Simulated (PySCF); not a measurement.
An unknown shows these calculated signals:

1H NMR (400 MHz, computed): δ 6.39 (ddt, J = 18.0, 11.5, 9.0 Hz, 1H), 6.13 (br, 1H), 5.26 (ddt, J = 11.5, 2.4, 1.5 Hz, 1H), 5.20 (ddt, J = 18.0, 2.4, 1.7 Hz, 1H), 2.38 (dt, J = 9.0, 1.6 Hz, 2H), 1.06 (m, 2H), 0.89 (m, 2H), 0.83 (m, 1H).

13C{1H} NMR (computed): δ 147.6 (CH), 120.5 (CH2), 39.6 (CH2), 12.9 (CH), 11.2 (CH2).

PySCF calculation with spin–spin couplings from B3LYP/pcJ-1 (spin–dipole term only in couplings to heteroatoms), shieldings: GIAO PBE0/pcSseg-1 and coordinates at the PBE0-D3(BJ)/def2-SVP level; one computed conformer, averaged over atoms made equivalent by symmetry, fast rotation or ring inversion, isolated molecule, non-relativistic Hamiltonian.

Shifts are taken against calculated references (same method and geometry level): 1H, 13C against TMS.

Q: Which of these does the molecule contain: a three-membered ring, a CH3CH2 unit, a non-aromatic C=C double bond, a vinyl group CH=CH2, an amide, an N-methyl group?

A: 
- A three-membered ring: yes.
- A CH3CH2 unit: no.
- A non-aromatic C=C double bond: yes.
- A vinyl group CH=CH2: yes (δC 120.5, 147.6; δH 5.26 (ddt), 5.20 (ddt), 6.39 (ddt)).
- An amide: no.
- An N-methyl group: no.

The data belong to `C1(BCC=C)CC1`, C6H11B; they needn't prove each group on their own.

Carbon signals by region: 2 in the sp2 and nitrile region (100–160 ppm), 3 below 50 ppm.

Hydrogens on boron are broadened and split by 11B (spin 3/2, 80 %) and 10B (spin 3). A carbon bonded to boron is broadened by the quadrupolar boron nucleus and is often missing from a measured spectrum. Splittings below 1 Hz are ignored in the labels, and close J values are merged. Couplings among chemically equivalent protons are left out too, so labels in AA′BB′ or AA′XX′ sets are apparent multiplicities. Unscaled 3J(H,H) at this level run about 10 % above measured values. Shifts are as computed. Against solution values, carbons near 30 ppm lie about +2 ppm off and those near 130 ppm about +5 ppm. Of 1309 compounds with measured shifts, 239 miss one by over three times the rms of a fit or turn the order of signals round; such compounds aren't used in these exercises. Couplings across =CH–CH2 type bonds come from one rotamer and its mirror image, and can be 1–2 Hz further off. 3J across rotatable bonds or in flexible rings reflects this conformer alone.
